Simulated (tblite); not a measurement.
Compound: C5H9OSi (doublet state).
Cartesian coordinates in Å at the GFN2-xTB level; atoms count from 1:
```
atom  x, y, z in Å
O1    -2.6594   -1.0234    0.4859
C2    -1.7505    0.0492    0.4309
C3    -0.4496   -0.2894   -0.3015
C4     0.4011   -1.2652    0.5242
C5     1.5815   -0.8441    0.8728
C6     2.1503    0.4489    0.5247
Si7    0.7157    1.2153   -0.5513
H8    -2.2315   -1.7621    0.9339
H9    -1.5192    0.4096    1.4446
H10   -2.2780    0.8441   -0.1034
H11   -0.7276   -0.7764   -1.2425
H12   -0.0097   -2.2313    0.7721
H13    3.0760    0.3403   -0.0402
H14    2.3733    1.0420    1.4116
H15    1.1243    1.4019   -1.9432
H16    0.1956    2.4495    0.0373
```

Method: GFN2-xTB as coded in tblite; computed harmonic values from a numerical Hessian at the method's own geometry, unscaled. This tight-binding method is rough: wavenumbers can miss measured ones by several per cent, in bad cases by 10 to 20. Modes of hydrogen on silicon can be 10 to 20 % off. One conformer, not necessarily the lowest. Open shells enter through the occupations alone, without spin polarisation, and single modes of such species can be off by tens of per cent.

Harmonic wavenumbers (cm⁻¹): 56.8, 102.9, 192.7, 243.6, 328.2, 356.1, 414.8, 429.8, 468.2, 517.4, 582.3, 621.8, 689.3, 741.1, 752.1, 780.2, 824.7, 876.0, 990.6, 1021.1, 1036.1, 1063.9, 1079.8, 1114.3, 1144.2, 1164.1, 1222.7, 1236.2, 1319.0, 1348.3, 1448.3, 1477.2, 1737.4, 2269.8, 2273.2, 2864.9, 2918.9, 2963.9, 2970.6, 2988.1, 3075.3, 3538.3.

A = 4078, B = 1555, C = 1223 MHz; mass 113.042 u (most abundant isotopes); point group C1, symmetry number 1; spin multiplicity 2.

**Question.** What is the zero-point energy?

**Answer.** Half the sum of the wavenumbers: 26622 cm⁻¹ = 76.12 kcal/mol.

**Question.** Give the ideal-gas entropy at 273.15 K and 1 bar in the rigid-rotor, harmonic-oscillator model (classical rotation).

**Answer.** Translation 39.67, rotation 27.86, vibration 18.35, spin (R ln 2) 1.38: S = 87.3 cal/(mol K).

**Question.** And Cp and H(273.15 K) − H(0)?

**Answer.** Cp = 31.15 cal/(mol K), of which vibrations give 23.20 (their classical limit is 42 R = 83.5); H(273.15 K) − H(0) = 5.03 kcal/mol without the zero-point energy, 2.86 from vibrations.

**Question.** Which modes carry the vibrational entropy at 273.15 K?

**Answer.** 56.8 cm⁻¹: 4.39; 102.9 cm⁻¹: 3.23; 192.7 cm⁻¹: 2.04; 243.6 cm⁻¹: 1.62; 328.2 cm⁻¹: 1.13; 356.1 cm⁻¹: 1.01 cal/(mol K); the other 36 give 4.93 together.

**Question.** Blend soft modes into free rotors: weight 1/[1 + (100 cm⁻¹/ν̃)⁴] for the oscillator and the rest for a rotor with moment μB/(μ + B), μ = h/(8π²ν), B = 10⁻⁴⁴ kg m². What vibrational entropy results?

**Answer.** 17.18 cal/(mol K) in place of 18.35, which changes −T·S at 273.15 K by +0.32 kcal/mol.

**Question.** What must be added to the electronic energy to get the Gibbs energy at 273.15 K and 1 bar?

**Answer.** ZPE + [H(273.15 K) − H(0)] − T·S = 76.12 + 5.03 − 23.83 = 57.32 kcal/mol.

**Question.** How do the functions run with temperature in this model?

**Answer.** 
```json
{"T (K)": "100", "S (cal/(mol K))": "65.8", "Cp (cal/(mol K))": "14.7", "H − H(0) (kcal/mol)": "1.09", "G − H(0) (kcal/mol)": "-5.49", "ln q(vib)": "0.96"}
{"T (K)": "200", "S (cal/(mol K))": "78.7", "Cp (cal/(mol K))": "24.0", "H − H(0) (kcal/mol)": "3.01", "G − H(0) (kcal/mol)": "-12.73", "ln q(vib)": "2.61"}
{"T (K)": "300", "S (cal/(mol K))": "90.3", "Cp (cal/(mol K))": "33.7", "H − H(0) (kcal/mol)": "5.90", "G − H(0) (kcal/mol)": "-21.19", "ln q(vib)": "4.50"}
{"T (K)": "500", "S (cal/(mol K))": "111.5", "Cp (cal/(mol K))": "49.7", "H − H(0) (kcal/mol)": "14.34", "G − H(0) (kcal/mol)": "-41.42", "ln q(vib)": "8.59"}
{"T (K)": "800", "S (cal/(mol K))": "138.3", "Cp (cal/(mol K))": "64.1", "H − H(0) (kcal/mol)": "31.61", "G − H(0) (kcal/mol)": "-79.04", "ln q(vib)": "14.74"}
{"T (K)": "1000", "S (cal/(mol K))": "153.3", "Cp (cal/(mol K))": "70.2", "H − H(0) (kcal/mol)": "45.07", "G − H(0) (kcal/mol)": "-108.23", "ln q(vib)": "18.60"}
```

q(vib) and H(0) count from the zero-point level.

Hindered rotation and anharmonicity are outside this model. Other conformers, if any are populated, would add a mixing term that is left out. The structure is chiral; the term R ln 2 for an equal mix with its mirror image is left out.
